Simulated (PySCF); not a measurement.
A small calculation by hand: dipole moment from atomic charges

In(CF3)(Cl)2 (CCl2F3In), SMILES F[C](F)(F)[In]([Cl])[Cl]. Atoms are numbered in the order given.

```xyz
7

In    -0.0490     0.0857     0.3672
C      0.2044    -0.4134    -1.7884
F     -0.6698     0.2510    -2.5551
F      0.0280    -1.7251    -2.0030
F      1.4413    -0.0920    -2.2003
Cl    -1.2543     1.9646     1.0926
Cl     0.9003    -1.2367     2.0581
```
Charge 0, spin multiplicity 1.

Geometry: B3LYP-D3(BJ)/def2-SVP. The structure was generated by enumeration; whether it is a known compound was not checked. The def2 effective core potentials stand for the cores of In; spin–orbit coupling is left out.

Charges (e) from PBE/def2-TZVP (PySCF):

```csv
atom,ESP fit,Mulliken
In1,0.572,0.680
C2,0.237,0.286
F3,-0.116,-0.108
F4,-0.108,-0.112
F5,-0.104,-0.116
Cl6,-0.238,-0.314
Cl7,-0.242,-0.315
```

The dipole moment of the full density is 1.07 D.

Task: What dipole moment does each set of point charges give, and which comes closer to that of the density?

Result: 
μ = Σ q r, and 1 e Å = 4.8032 D.
ESP fit: Σ q r = (0.026, -0.050, -0.230) e Å, |μ| = 1.14 D.
Mulliken: Σ q r = (0.037, -0.111, -0.498) e Å, |μ| = 2.46 D.
ESP fit comes closer in size. Point charges leave out the atoms' own dipoles (lone pairs, polarised bonds); fits to the potential absorb them, partitions of the density don't.
